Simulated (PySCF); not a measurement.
C₄H₈BN. Atoms are numbered in the order given.

```xyz
14

C     -0.7754     2.0475     0.0000
C     -0.0137     0.7627     0.0000
C      1.3217     0.5208     0.0000
C      1.3585    -1.0080     0.0000
B     -0.2429    -0.7881     0.0000
N     -1.3430    -1.6426     0.0000
H     -1.4339     2.1208    -0.8831
H     -0.1103     2.9269     0.0000
H     -1.4339     2.1208     0.8831
H      2.1648     1.2299     0.0000
H      1.8199    -1.4659    -0.8936
H      1.8199    -1.4659     0.8936
H     -1.2560    -2.6519     0.0000
H     -2.3015    -1.3139     0.0000
```

The structure is a stationary point at B3LYP-D3(BJ)/def2-SVP. This is a generated structure with no PubChem entry under its InChIKey; it may be hypothetical. Other conformers were not sampled.

The numbers are results of TDA-PBE/def2-SVPD run with PySCF, not measurements.

Vertical excitations. Gas-phase values at a fixed geometry. State labels are in the subgroup Cs.

Question: Estimate the UV-visible absorptions. (The exact figures need the calculation; the answer reports its results.)

Answer: 
```json
[
 {"state": "S1", "symmetry": "A\"", "energy (eV)": "5.46", "λ (nm)": "227", "f": "0.003", "main pairs": "HOMO→LUMO+1 100 %"},
 {"state": "S2", "symmetry": "A\"", "energy (eV)": "5.61", "λ (nm)": "221", "f": "0.000", "main pairs": "HOMO−1→LUMO 93 %"},
 {"state": "S3", "symmetry": "A'", "energy (eV)": "5.82", "λ (nm)": "213", "f": "0.095", "main pairs": "HOMO→LUMO 79 %"},
 {"state": "S4", "symmetry": "A\"", "energy (eV)": "6.00", "λ (nm)": "207", "f": "0.001", "main pairs": "HOMO−2→LUMO 92 %"},
 {"state": "S5", "symmetry": "A'", "energy (eV)": "6.32", "λ (nm)": "196", "f": "0.005", "main pairs": "HOMO−1→LUMO+1 99 %"},
 {"state": "S6", "symmetry": "A\"", "energy (eV)": "6.36", "λ (nm)": "195", "f": "0.001", "main pairs": "HOMO→LUMO+2 100 %"},
 {"state": "S7", "symmetry": "A'", "energy (eV)": "6.44", "λ (nm)": "193", "f": "0.033", "main pairs": "HOMO−3→LUMO 66 %, HOMO−2→LUMO+1 23 %"},
 {"state": "S8", "symmetry": "A\"", "energy (eV)": "6.66", "λ (nm)": "186", "f": "0.000", "main pairs": "HOMO→LUMO+3 99 %"},
 {"state": "S9", "symmetry": "A'", "energy (eV)": "6.67", "λ (nm)": "186", "f": "0.120", "main pairs": "HOMO−2→LUMO+1 74 %, HOMO−3→LUMO 17 %"},
 {"state": "S10", "symmetry": "A\"", "energy (eV)": "6.81", "λ (nm)": "182", "f": "0.028", "main pairs": "HOMO−3→LUMO+1 98 %"},
 {"state": "T1", "symmetry": "A'", "energy (eV)": "3.90", "λ (nm)": "318", "f": "0", "main pairs": "HOMO→LUMO 97 %"},
 {"state": "T2", "symmetry": "A\"", "energy (eV)": "5.22", "λ (nm)": "238", "f": "0", "main pairs": "HOMO−1→LUMO 90 %"},
 {"state": "T3", "symmetry": "A\"", "energy (eV)": "5.40", "λ (nm)": "230", "f": "0", "main pairs": "HOMO→LUMO+1 93 %"},
 {"state": "T4", "symmetry": "A\"", "energy (eV)": "5.45", "λ (nm)": "228", "f": "0", "main pairs": "HOMO−2→LUMO 84 %"}
]
```
Triplets are in the Tamm–Dancoff approximation.
